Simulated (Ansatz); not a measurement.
Relaxation of C₂H₇BO (11 atoms, charge 0, multiplicity 1), to a largest force component of 0.02 eV/Å in at most 40 steps.

Computed with Ansatz 0.2.0, RKS PBE0/6-31G*.

```xyz
11
Properties=species:S:1:pos:R:3
B 0.000 0.000 0.000
O 0.000 0.000 1.410
H -0.909 -0.281 1.747
C 1.386 0.000 -0.800
H 1.715 -1.046 -0.970
H 1.249 0.508 -1.777
H 2.155 0.538 -0.208
C -1.386 0.000 -0.800
H -1.946 -0.930 -0.571
H -1.990 0.880 -0.495
H -1.184 0.051 -1.890
```

Task: Where does it end, and by what steps?

Result: The run converged. The force dipped under the threshold on the way, but the program's further checks kept it going. After 24 steps the energy has fallen by 0.241 eV; H11 moved furthest, 0.74 Å.

```csv
step,energy less start (eV),largest force component (eV/Å),accepted
0,0.0000,1.648,yes
1,-0.0842,2.726,yes
2,-0.1479,2.167,yes
3,-0.2175,0.193,yes
4,-0.2216,0.156,yes
5,-0.2263,0.035,yes
6,-0.2103,0.605,no
7,-0.2284,0.032,yes
8,-0.2274,0.174,no
9,-0.2294,0.063,yes
10,-0.2294,0.082,no
11,-0.2301,0.029,yes
12,-0.2306,0.017,yes
13,-0.2313,0.042,yes
14,-0.2319,0.112,yes
15,-0.2325,0.105,yes
16,-0.2330,0.208,yes
17,-0.2348,0.133,yes
18,-0.2364,0.042,yes
19,-0.2385,0.014,yes
20,-0.2246,0.645,no
21,-0.2395,0.017,yes
22,-0.2396,0.191,yes
23,-0.2406,0.059,yes
24,-0.2412,0.006,yes
```

```xyz
11
Properties=species:S:1:pos:R:3
B -0.008 -0.065 -0.009
O 0.044 -0.198 1.349
H -0.836 -0.326 1.725
C 1.367 0.125 -0.755
H 1.601 -0.779 -1.336
H 1.326 0.944 -1.484
H 2.200 0.305 -0.069
C -1.390 -0.086 -0.782
H -2.232 -0.488 -0.203
H -1.658 0.940 -1.072
H -1.324 -0.653 -1.719
```

Whether the end is a true minimum wasn't checked by a vibrational analysis.

The run took 52 s on 1 thread of Intel(R) Xeon(R) Platinum 8488C (Sapphire Rapids) (shared host), peak memory 0.16 GiB.
